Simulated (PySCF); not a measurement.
Molecule: SMILES CN([BH3-])C, [C$_{2}$H$_{9}$BN]-.

Geometry (Å), atoms numbered from 1 in this order:
```xyz
13

B    -0.4664    1.3659    0.3853
N    -0.1306   -0.1579    0.5069
C     1.2706   -0.4290    0.4235
C    -0.8481   -0.9640   -0.4308
H    -0.1274    1.7991   -0.7255
H     0.1364    1.9689    1.2591
H    -1.6694    1.5129    0.5301
H     1.7159   -0.2047   -0.5741
H     1.4822   -1.4950    0.6353
H     1.7936    0.1811    1.1600
H    -0.5657   -0.7805   -1.4940
H    -0.6818   -2.0414   -0.2375
H    -1.9136   -0.7551   -0.3348
```

Total charge -1.

Frames of a GFN2-xTB Langevin trajectory at 300 K; GIAO PBE0/pcSseg-1 shieldings in PySCF 2.14.0 with density-fitted response routines, gas phase, non-relativistic; equivalent atoms averaged within each frame.

Shifts are taken against calculated references (same method and geometry level): BF3·OEt2 for $^{11}$B (100.07 ppm); NH3 for $^{15}$N (267.73 ppm); TMS for $^{13}$C (186.93 ppm), $^{1}$H (31.72 ppm). The references are static minima.

How do the shifts (ppm) fluctuate along the trajectory?

Results:


```
         time (fs)     B1    N2  C3/C4  H8/H9/H10/H11/H12/H13  H5/H6/H7
               250  -21.1  31.5   53.8                   1.68      1.35
               425  -19.5  17.8   50.3                   2.40      2.21
               625  -18.0   7.6   48.6                   2.03      2.52
               800  -17.5  23.8   56.9                   2.59      2.06
              1000  -20.1  14.9   53.5                   2.24      1.57
    mean of frames  -19.2  19.2   52.6                   2.19      1.94
standard deviation    1.5   9.0    3.2                   0.35      0.48
```

5 frames give an uncertainty of the mean of about the standard deviation over 2.2 at best, since frames this close in time may not be independent; classical motion lacks zero-point vibration, and the reference would need the same averaging.
